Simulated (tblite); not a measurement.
Species: C₄H₁₄FNSi₃.
Structure used (GFN2-xTB), in Å, numbered top down from 1:
```xyz
23
C4H14FNSi3 angstrom
F      4.3862    0.4079    0.6605
Si     2.8781    0.9769    0.5246
Si     1.6927   -0.6231   -0.6114
N      0.0405   -0.5018   -0.1513
C     -0.8655   -1.6247   -0.2998
Si    -1.9833   -1.9416    1.2162
C     -0.6149    0.7231    0.1501
C     -1.5549    1.3512   -0.8427
C     -0.2438    2.0051   -0.5291
H      2.5295    1.2787    1.9120
H      3.1025    2.2512   -0.1585
H      1.8871   -0.5400   -2.0832
H      2.0693   -2.0041   -0.2668
H     -0.2593   -2.5108   -0.4885
H     -1.4925   -1.4863   -1.1917
H     -1.1718   -1.9406    2.4342
H     -2.6207   -3.2446    1.0193
H     -3.0263   -0.9176    1.3178
H     -0.9145    0.8015    1.1958
H     -1.6527    0.8801   -1.8087
H     -2.4670    1.7988   -0.4790
H     -0.2391    2.9110    0.0574
H      0.5157    1.9765   -1.2943
```

Method: GFN2-xTB as coded in tblite; computed harmonic values from a numerical Hessian at the method's own geometry, unscaled. This tight-binding method is rough: wavenumbers can miss measured ones by several per cent, in bad cases by 10 to 20. Modes of hydrogen on silicon can be 10 to 20 % off. One conformer, not necessarily the lowest.

Harmonic wavenumbers (cm⁻¹): 25.8, 28.4, 47.6, 61.7, 92.1, 113.2, 152.9, 159.0, 195.6, 225.0, 276.8, 373.2, 411.0, 439.1, 467.0, 493.6, 501.7, 540.9, 594.5, 604.6, 666.5, 703.2, 736.3, 761.2, 765.2, 784.9, 789.3, 797.5, 801.6, 804.8, 807.8, 847.0, 859.5, 941.4, 985.3, 1035.2, 1062.9, 1077.3, 1096.3, 1137.1, 1155.6, 1188.4, 1252.0, 1270.3, 1316.2, 1364.5, 1429.1, 1474.5, 1478.2, 2041.3, 2171.7, 2236.6, 2250.7, 2263.9, 2266.2, 2268.2, 2856.5, 2931.3, 2983.2, 3089.5, 3090.6, 3096.1, 3113.0.

A = 1467, B = 524.1, C = 442.7 MHz; mass 179.042 u (most abundant isotopes); point group C1, symmetry number 1.

Problem. What is the zero-point energy?

Solution. Half the sum of the wavenumbers: 35926 cm⁻¹ = 429.77 kJ/mol.

Problem. What is S at 298.15 K and 1 bar for an ideal gas of classical rigid rotors and harmonic oscillators?

Solution. Translation 173.55, rotation 130.64, vibration 205.88: S = 510.1 J/(mol K).

Problem. And Cp and H(298.15 K) − H(0)?

Solution. Cp = 221.64 J/(mol K), of which vibrations give 188.38 (their classical limit is 63 R = 523.8); H(298.15 K) − H(0) = 39.46 kJ/mol without the zero-point energy, 29.54 from vibrations.

Problem. Which modes carry the vibrational entropy at 298.15 K?

Solution. 25.8 cm⁻¹: 25.64; 28.4 cm⁻¹: 24.85; 47.6 cm⁻¹: 20.56; 61.7 cm⁻¹: 18.42; 92.1 cm⁻¹: 15.12; 113.2 cm⁻¹: 13.44 J/(mol K); the other 57 give 87.84 together.

Problem. How do the functions run with temperature in this model?

Solution. 
| T (K) | S (J/(mol K)) | Cp (J/(mol K)) | H − H(0) (kJ/mol) | G − H(0) (kJ/mol) | ln q(vib) |
| --- | --- | --- | --- | --- | --- |
| 50 | 281.9 | 76.7 | 2.75 | -11.35 | 1.85 |
| 100 | 344.5 | 105.5 | 7.34 | -27.10 | 4.38 |
| 373.15 | 564.3 | 262.4 | 57.65 | -152.93 | 15.81 |
| 500 | 649.2 | 317.9 | 94.62 | -229.99 | 20.67 |
| 750 | 793.3 | 391.9 | 184.10 | -410.90 | 29.62 |
| 1000 | 913.0 | 438.8 | 288.34 | -624.62 | 37.70 |

q(vib) and H(0) count from the zero-point level.

Hindered rotation and anharmonicity are outside this model. Other conformers, if any are populated, would add a mixing term that is left out. The structure is chiral; the term R ln 2 for an equal mix with its mirror image is left out.

Hardware: one thread, Arm Neoverse N1 (aarch64), shared host with 64 logical CPUs at a one-minute load of 59. Cost: 2.4 s wall. The figure is for the frequency step alone.
